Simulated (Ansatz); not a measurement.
One change: `C[O][Ge][Cl]` becomes `C[O][Ge][OH]`.

Ansatz, PBE0-D4/def2-TZVP geometries, multiplicity 1. Each molecule was computed in one conformer, which needn't be the lowest.

Scalar relativity is left out up to krypton.

```csv
property,`C[O][Ge][Cl]`
size of the dipole moment (B3LYP/def2-TZVPP) / D,1.24
HOMO energy (PBE0/def2-TZVPP) / eV,-7.95
size of the dipole moment (PBE/def2-TZVPP) / D,1.25
LUMO energy (PBE0/def2-TZVPP) / eV,-2.22
LUMO energy (ωB97M-V/def2-TZVPP) / eV,-0.26
HOMO–LUMO gap (PBE0/def2-TZVPP) / eV,5.74
```

Q: Give the same properties after the change, and the shifts. (Estimate.)

A: Computed: 
| property | `C[O][Ge][OH]` | shift |
| --- | --- | --- |
| size of the dipole moment (B3LYP/def2-TZVPP) / D | 1.41 | 0.17 |
| HOMO energy (PBE0/def2-TZVPP) / eV | -7.51 | 0.44 |
| size of the dipole moment (PBE/def2-TZVPP) / D | 1.31 | 0.06 |
| LUMO energy (PBE0/def2-TZVPP) / eV | -1.46 | 0.76 |
| LUMO energy (ωB97M-V/def2-TZVPP) / eV | 0.51 | 0.77 |
| HOMO–LUMO gap (PBE0/def2-TZVPP) / eV | 6.05 | 0.31 |

With PBE0 the HOMO rises by 0.44 eV and the LUMO rises by 0.76 eV, so the gap widens by about 0.32 eV. PBE moves the HOMO by 0.50 eV and ωB97M-V by 0.35 eV. Dipoles are sizes alone; their direction can turn.

B3LYP here is the variant with VWN-RPA as its local correlation; programs differ in this.
